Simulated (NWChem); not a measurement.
Program: NWChem. System: Br2Ge, charge 0, spin multiplicity 1, at a geometry optimised with B3LYP/def2-SVP. The structure started from a generated list of species. Level: TD-B3LYP/def2-SVP, VWN1-RPA local correlation.

Output (cleaned and shortened):

```
             Northwest Computational Chemistry Package (NWChem) 7.3.0
             --------------------------------------------------------

                                NWChem Input Module
                                -------------------

 Scaling coordinates for geometry "geometry" by  1.889725989
 (inverse scale =  0.529177249)

 Turning off AUTOSYM since
 SYMMETRY directive was detected!

                             Geometry "geometry" -> ""
                             -------------------------

 Output coordinates in angstroms (scale by  1.889725989 to convert to a.u.)

  No.       Tag          Charge          X              Y              Z
 ---- ---------------- ---------- -------------- -------------- --------------
    1 Ge                  32.0000     0.00000000     0.00000000    -1.01994000
    2 Br                  35.0000    -1.84730100     0.00000000     0.46625800
    3 Br                  35.0000     1.84730100     0.00000000     0.46625800

 Effective nuclear repulsion energy (a.u.)     675.4111761745

            Nuclear Dipole moment (a.u.)
            ----------------------------
        X                 Y               Z
 ---------------- ---------------- ----------------
     0.0000000000     0.0000000000    -0.0000377945

      Symmetry information
      --------------------

 Group name             C2v
 Group number             16
 Group order               4
 No. of unique centers     2

      Symmetry unique atoms

     1    2


 Summary of "ao basis" -> "" (spherical)
 ------------------------------------------------------------------------------
       Tag                 Description            Shells   Functions and Types
 ---------------- ------------------------------  ------  ---------------------
 *                          def2-svp                  on all atoms

                                 NWChem DFT Module
                                 -----------------

 Summary of "ao basis" -> "ao basis" (spherical)
 ------------------------------------------------------------------------------
       Tag                 Description            Shells   Functions and Types
 ---------------- ------------------------------  ------  ---------------------
 Ge                         def2-svp                12       32   5s4p3d
 Br                         def2-svp                12       32   5s4p3d

 Summary of "ao basis" -> "ao basis" (spherical)
 ------------------------------------------------------------------------------
[...]
     Transition Moments   YY  0.00000  YZ  0.00000  ZZ  0.00000
     Dipole Oscillator Strength                    0.0394657306
     Electric Quadrupole                           0.0000000308
     Magnetic Dipole                               0.0000000082
     Total Oscillator Strength                     0.0394657695

          sigma_e =   1.8749 Angstrom
          sigma_h =   2.1942 Angstrom
         |d_h->e| =   1.1884 Angstrom
            d_exc =   3.1168 Angstrom
            d_CD1 =   1.5076 Angstrom
            d_CD2 =  -0.8462 Angstrom
            d_CD3 =   4.3052 Angstrom
     Pearson C.C. =   0.0034

     Occ.   46  b1  ---  Virt.   53  a1   0.08171 X
     Occ.   49  a2  ---  Virt.   52  b2   0.96515 X
     Occ.   50  b1  ---  Virt.   53  a1  -0.16333 X
     Occ.   51  a1  ---  Virt.   54  b1  -0.19637 X
  ----------------------------------------------------------------------------
  Root   4 singlet b2             0.168810679 a.u.                4.5936 eV
  ----------------------------------------------------------------------------
     Transition Moments    X  0.00000   Y  0.24453   Z  0.00000
     Transition Moments   XX -0.00000  XY  0.00000  XZ -0.00000
     Transition Moments   YY -0.00000  YZ -1.43429  ZZ -0.00000
     Dipole Oscillator Strength                    0.0067294412
     Electric Quadrupole                           0.0000000527
     Magnetic Dipole                               0.0000007119
     Total Oscillator Strength                     0.0067302058

          sigma_e =   1.8568 Angstrom
          sigma_h =   2.1340 Angstrom
         |d_h->e| =   0.8022 Angstrom
            d_exc =   2.9382 Angstrom
            d_CD1 =   1.0794 Angstrom
            d_CD2 =  -1.1932 Angstrom
            d_CD3 =   3.7404 Angstrom
     Pearson C.C. =   0.0015

     Occ.   45  a1  ---  Virt.   52  b2   0.05058 X
     Occ.   47  a1  ---  Virt.   52  b2   0.99576 X
     Occ.   51  a1  ---  Virt.   52  b2  -0.07972 X
  ----------------------------------------------------------------------------
  Root   5 singlet a1             0.178336473 a.u.                4.8528 eV
  ----------------------------------------------------------------------------
     Transition Moments    X  0.00000   Y  0.00000   Z  0.26010
     Transition Moments   XX  1.82580  XY  0.00000  XZ  0.00000
     Transition Moments   YY -0.92161  YZ -0.00000  ZZ  0.53852
     Dipole Oscillator Strength                    0.0080430415
     Electric Quadrupole                           0.0000000571
     Magnetic Dipole                               0.0000000000
     Total Oscillator Strength                     0.0080430986

          sigma_e =   1.8891 Angstrom
          sigma_h =   2.1239 Angstrom
         |d_h->e| =   0.9507 Angstrom
            d_exc =   3.0015 Angstrom
            d_CD1 =   1.1856 Angstrom
            d_CD2 =  -1.0558 Angstrom
            d_CD3 =   3.9522 Angstrom
     Pearson C.C. =  -0.0032

     Occ.   46  b1  ---  Virt.   54  b1  -0.11374 X
     Occ.   47  a1  ---  Virt.   53  a1  -0.13048 X
     Occ.   48  b2  ---  Virt.   52  b2   0.94643 X
     Occ.   50  b1  ---  Virt.   54  b1  -0.05255 X
     Occ.   51  a1  ---  Virt.   53  a1   0.26827 X
  ----------------------------------------------------------------------------
  Root   6 singlet a2             0.200777232 a.u.                5.4634 eV
  ----------------------------------------------------------------------------
     Transition Moments    X  0.00000   Y -0.00000   Z -0.00000
     Transition Moments   XX  0.00000  XY -1.40660  XZ -0.00000
     Transition Moments   YY -0.00000  YZ  0.00000  ZZ  0.00000
     Dipole Oscillator Strength                    0.0000000000
     Electric Quadrupole                           0.0000000853
     Magnetic Dipole                               0.0000035645
     Total Oscillator Strength                     0.0000036498

          sigma_e =   1.8395 Angstrom
          sigma_h =   2.1282 Angstrom
         |d_h->e| =   0.9923 Angstrom
            d_exc =   2.9835 Angstrom
            d_CD1 =   1.2810 Angstrom
            d_CD2 =  -0.9916 Angstrom
            d_CD3 =   3.9757 Angstrom
     Pearson C.C. =  -0.0004

     Occ.   46  b1  ---  Virt.   52  b2   0.99885 X

              Target root =      1
          Target symmetry = none
      Ground state energy =  -7224.619342935652
        Excitation energy =      0.119030808884
     Excited state energy =  -7224.500312126767

  stored tddft:energy   -7224.5003121267673

 Task  times  cpu:       72.9s     wall:       72.9s

 Total times  cpu:       72.9s     wall:       72.9s
```

Q: Write an NWChem input that would produce this output.

A: Several could match; the one computed here: 
```
start mol
memory heap 200 mb stack 900 mb global 1100 mb
geometry units angstroms nocenter noautoz
  Ge     0.000000     0.000000    -1.019940
  Br    -1.847301     0.000000     0.466258
  Br     1.847301     0.000000     0.466258
  symmetry group C2v
end
basis spherical
  * library def2-svp
end
dft
  xc b3lyp
  semidirect memsize 60000000 filesize 0
  iterations 100
end
tddft
  rpa
  nroots 6
  notriplet
  thresh 1e-4
end
task tddft energy
```
